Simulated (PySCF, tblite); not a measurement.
Isomers of C6H6F3P. Method: GFN2-xTB as coded in tblite; computed harmonic values from a numerical Hessian at the method's own geometry, unscaled. Against measured fundamentals such values can be off by several per cent, at times by over 20. One conformer each.

Electronic energies: PBE0/pcSseg-1 single points on the GFN2-xTB geometries (PySCF, gas phase).

```
               SMILES  electronic energy, lowest = 0 (kcal/mol)
     FC(F)(F)Cp1cccc1                                       0.0
   FC(F)=C(F)P1C=CCC1                                      33.2
 C=CC1=C(C)P1C(F)(F)F                                      35.0
C=C/P=C(\C=C)C(F)(F)F                                      32.3
```

Task: How do GFN2-xTB zero-point energies change the relative energies?

Result: 
```json
{"SMILES": "FC(F)(F)Cp1cccc1", "ZPE (kcal/mol)": "66.0", "of it from modes above 1550 cm⁻¹": "28.5", "electronic (kcal/mol)": "0.0", "with ZPE, lowest = 0 (kcal/mol)": "0.0", "lowest mode (cm⁻¹)": "26", "rings": "1"}
{"SMILES": "C=C/P=C(\\C=C)C(F)(F)F", "ZPE (kcal/mol)": "64.8", "of it from modes above 1550 cm⁻¹": "31.2", "electronic (kcal/mol)": "32.3", "with ZPE, lowest = 0 (kcal/mol)": "31.2", "lowest mode (cm⁻¹)": "28", "rings": "0"}
{"SMILES": "FC(F)=C(F)P1C=CCC1", "ZPE (kcal/mol)": "66.5", "of it from modes above 1550 cm⁻¹": "30.6", "electronic (kcal/mol)": "33.2", "with ZPE, lowest = 0 (kcal/mol)": "33.7", "lowest mode (cm⁻¹)": "19", "rings": "1"}
{"SMILES": "C=CC1=C(C)P1C(F)(F)F", "ZPE (kcal/mol)": "64.4", "of it from modes above 1550 cm⁻¹": "31.1", "electronic (kcal/mol)": "35.0", "with ZPE, lowest = 0 (kcal/mol)": "33.5", "lowest mode (cm⁻¹)": "2i", "rings": "1"}
```

The zero-point energies span 2.1 kcal/mol, from `C=CC1=C(C)P1C(F)(F)F` to `FC(F)=C(F)P1C=CCC1`. Slightly imaginary modes are left out of the zero-point energy: `C=CC1=C(C)P1C(F)(F)F` 1.7i cm⁻¹. The lowest isomer stays, but the order above it changes.

Task: And how do the electronic energies of GFN2-xTB itself compare?

Result: `FC(F)(F)Cp1cccc1` 0.0; `C=C/P=C(\C=C)C(F)(F)F` 30.7; `FC(F)=C(F)P1C=CCC1` 14.1; `C=CC1=C(C)P1C(F)(F)F` 33.3 kcal/mol, lowest = 0. Against the energies above, taken from the same isomer `FC(F)(F)Cp1cccc1`, the largest difference is 19.1 kcal/mol.
